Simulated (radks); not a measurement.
Q: Cs, configuration [Xe] 5d1 (not the ground configuration). All-electron calculation, scalar-relativistic Kohn-Sham, PBE, spin-polarised, spherical densities, point nucleus; open shells are filled with parallel spins first (spin-orbit coupling, left out, can overturn this in heavy ions). Program: a radial shooting solver on a logarithmic mesh with Libxc functionals. Some entries of the table are withheld. Estimate them.

| orbital | occ. | eigenvalue (eV) | <1/r> (bohr^-1) | r(max) (bohr) |
|---|---|---|---|---|
| 1s down | 1 | -35800.26 | 59.40 | 0.01678 |
| 1s up | 1 | -35800.25 | 59.40 | 0.01678 |
| 2s up | 1 | -5615.668 | 13.64 | 0.09488 |
| 2s down | 1 | -5615.664 | 13.64 | 0.09488 |
| 2p up | 3 | -5037.353 | 13.00 | 0.07619 |
| 2p down | 3 | -5037.350 | 13.00 | 0.07619 |
| 3s up | 1 | -1167.519 | 4.917 | 0.2725 |
| 3s down | 1 | -1167.518 | 4.917 | 0.2725 |
| 3p up | 3 | -981.4386 | 4.668 | 0.2666 |
| 3p down | 3 | -981.4374 | 4.668 | 0.2666 |
| 3d up | 5 | -708.3963 | 4.423 | 0.2204 |
| 3d down | 5 | -708.3933 | 4.423 | 0.2204 |
| 4s up | 1 | -220.3578 | 2.017 | 0.6426 |
| 4s down | 1 | -220.3514 | 2.017 | 0.6426 |
| 4p up | 3 | -160.8740 | 1.854 | 0.6730 |
| 4p down | 3 | -160.8689 | 1.854 | 0.6730 |
| 4d up | 5 | -74.3039 | 1.584 | 0.7207 |
| 4d down | 5 | -74.3006 | 1.584 | 0.7207 |
| 5s up | 1 | -26.7979 | (1) | 1.546 |
| 5s down | 1 | -26.7164 | (2) | 1.544 |
| 5p up | 3 | -13.6496 | 0.6191 | 1.784 |
| 5p down | 3 | -13.4943 | 0.6224 | 1.780 |
| 5d up | 1 | -0.6361 | 0.2211 | 3.477 |

A: 
(1) 5s up <1/r> (bohr^-1): 0.7521
(2) 5s down <1/r> (bohr^-1): 0.7540
